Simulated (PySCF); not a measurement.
First SCF of a structure search on doublet H₂AsO, at a hand-made trigonal pyramidal geometry. PySCF input:

```python
from pyscf import gto, scf, dft
mol = gto.M(atom='''
As    -0.024820     0.288370     0.000000
O      0.000000    -1.421480    -0.000010
H      0.922630     0.561300    -1.169930
H      0.922640     0.561310     1.169940''',
    basis={'As': 'def2-TZVP', 'O': 'def2-TZVP', 'H': 'def2-TZVP'},
    charge=0, spin=1)
mf = dft.UKS(mol, xc='PBE0')
mf.grids.atom_grid = (50, 194)
aux = {'As': 'def2-universal-JKFIT', 'O': 'def2-universal-JKFIT', 'H': 'def2-universal-JKFIT'}
mf = mf.density_fit(auxbasis=aux)
mf.conv_tol = 1e-08
mf.diis_space = 10
mf.max_cycle = 60
mf.init_guess = 'minao'
mf.verbose = 4
mf.kernel()
```

Excerpt of the output (cycles alone):

```
init E= -2311.16039730081
cycle= 1 E= -2311.64199291102  delta_E= -0.482  |g|= 0.777  |ddm|= 1.31
cycle= 2 E= -2307.66087653459  delta_E= 3.98  |g|= 2.51  |ddm|= 3.97
cycle= 3 E= -2311.87776305552  delta_E= -4.22  |g|= 0.196  |ddm|= 3.85
cycle= 4 E= -2311.88548676834  delta_E= -0.00772  |g|= 0.223  |ddm|= 0.304
cycle= 5 E= -2311.90125129667  delta_E= -0.0158  |g|= 0.0964  |ddm|= 0.0943
cycle= 6 E= -2311.90521847824  delta_E= -0.00397  |g|= 0.0543  |ddm|= 0.0608
cycle= 7 E= -2311.9069772497  delta_E= -0.00176  |g|= 0.00411  |ddm|= 0.0714
cycle= 8 E= -2311.90699482512  delta_E= -1.76e-05  |g|= 0.0012  |ddm|= 0.00686
cycle= 9 E= -2311.90699775294  delta_E= -2.93e-06  |g|= 0.00093  |ddm|= 0.003
cycle= 10 E= -2311.9069988595  delta_E= -1.11e-06  |g|= 0.000391  |ddm|= 0.0021
cycle= 11 E= -2311.90699903699  delta_E= -1.77e-07  |g|= 9.19e-05  |ddm|= 0.000805
cycle= 12 E= -2311.90699905348  delta_E= -1.65e-08  |g|= 2.84e-05  |ddm|= 0.00028
cycle= 13 E= -2311.90699905422  delta_E= -7.37e-10  |g|= 8.05e-06  |ddm|= 4.24e-05
Extra cycle  E= -2311.90699905428  delta_E= -6.59e-11  |g|= 8.32e-06  |ddm|= 1.65e-05
converged SCF energy = -2311.90699905428  <S^2> = 0.75926769  2S+1 = 2.0092463
```

No lower solution of this spin was found by a stability analysis within the unrestricted form.

The search for the lowest solution, with the stability check, took 3.5 s on 4 threads of a shared Arm Neoverse V2 host, with 91 basis functions; the process peaked at 0.35 GiB. Launch command: `OMP_NUM_THREADS=4 python axn.py task.json out`.
